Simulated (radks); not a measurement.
Results of a calculation; reference values are marked as such.
Excited configurations of Nb I: one electron is placed in a higher orbital outside [Kr] 4d4. The ground configuration is [Kr] 4d4 5s1. Level of theory: Dirac Kohn-Sham, LDA (Slater exchange, Perdew-Wang correlation), spin-unpolarised, spherical densities, finite nucleus; open shells fill j = l - 1/2 first; Fermi nuclear charge, rms radius 4.324 fm (a radial shooting solver on a logarithmic mesh with Libxc functionals). Excitation = E - E(ground); binding = E(ion) - E, where the ion is the core of charge +1; n* = 1/sqrt(2 binding) in atomic units, and the quantum defect is n - n*.

outer orbital	excitation (eV)	binding (eV)	n*	eigenvalue (eV)	<r> (bohr)
6p1/2	5.187	1.692	2.836	-0.976	12.04
6f5/2	6.419	0.460	5.436	-0.290	43.83
7s1/2	5.652	1.228	3.329	-0.768	17.93
7d3/2	6.236	0.644	4.598	-0.403	32.47
7f5/2	6.532	0.348	6.255	-0.229	61.04

The Delta-SCF ionisation energy is 6.879 eV (NIST Atomic Spectra Database: 6.759 eV, measured). Self-interaction in the functional shifts the binding energies and quantum defects, so they are the method's values and not measured ones. Spin polarisation and multiplet splitting are left out, so open shells lie too high by an amount that depends on their filling.

Beside tabulated values, note that spin-unpolarised runs miss the spin-polarisation part of the exchange energy of open shells.
